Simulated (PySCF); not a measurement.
## Dipole response of Pd³⁺ (palladium, charge +3)

[Kr] 4d7, high-spin 4F determinant. All numbers are calculated (PySCF 2.14, the spin-free X2C one-electron Hamiltonian (Gaussian nucleus), in ANO-RCC-VTZP (7s6p4d2f1g, 68 functions)). Coupled (time-dependent) response in atomic units; α is the mean over directions. The basis has no added diffuse functions, which lowers α and C₆.

| method | mean α (bohr³) | C₆ (like pair) | S(−4) |
| --- | --- | --- | --- |
| r2SCANh | 4.193 | 19.67 | 2.981 |

S(−4) is the Cauchy moment in α(ω) = α(0) + S(−4) ω² + …

Spin-orbit coupling is absent.

α(iu) at r2SCANh:

| u (hartree) | α(iu) (bohr³) |
| --- | --- |
| 0 | 4.193 |
| 0.0500 | 4.185 |
| 0.100 | 4.163 |
| 0.200 | 4.079 |
| 0.300 | 3.953 |
| 0.500 | 3.625 |
| 0.750 | 3.183 |
| 1.00 | 2.771 |
| 1.50 | 2.092 |
| 2.00 | 1.593 |
| 3.00 | 0.9708 |
| 5.00 | 0.4467 |

A single London oscillator, α(iu) = α/(1 + u²/ω²), gives C₆ = (3/4) ω α². Matching the computed C₆ needs ω = 4 × 19.67 / (3 × 4.193²) = 1.49 hartree.

For an ion, C₆ is the dispersion term alone; charge-induced terms of lower order in 1/R come first.
